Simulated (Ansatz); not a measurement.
Z-matrix (Å, degrees):
```
Si
O 1 1.613
F 1 1.570 2 108.2
F 1 1.570 2 108.2 3 -116.5
Br 1 2.174 2 113.5 3 121.7
B 2 1.356 1 139.1 3 -121.4
H 6 1.198 2 119.8 1 -0.2
H 6 1.195 2 117.2 1 179.8
```

Charge 0, multiplicity 1.

(1) List the PBE/def2-TZVPP orbital energies in eV (Ansatz 0.2.0). (Best estimate.)

Results:

(1) Ansatz gave: Occupied: -13089.62, -1782.91, -1682.75, -1517.12, -1517.06, -1517.06, -660.75, -660.75, -511.74, -229.54, -178.33, -171.71, -171.50, -171.50, -140.34, -97.11, -97.10, -97.08, -68.38, -68.32, -68.32, -68.16, -68.16, -30.85, -30.32, -26.41, -20.18, -15.61, -13.60, -12.76, -12.17, -11.51, -11.28, -11.14, -10.75, -10.52, -9.94, -9.92, -8.04, -8.04, -7.64. Lowest empty: -2.23, -0.88, 0.48, 0.65, 1.02, 1.44, 1.82, 2.41.
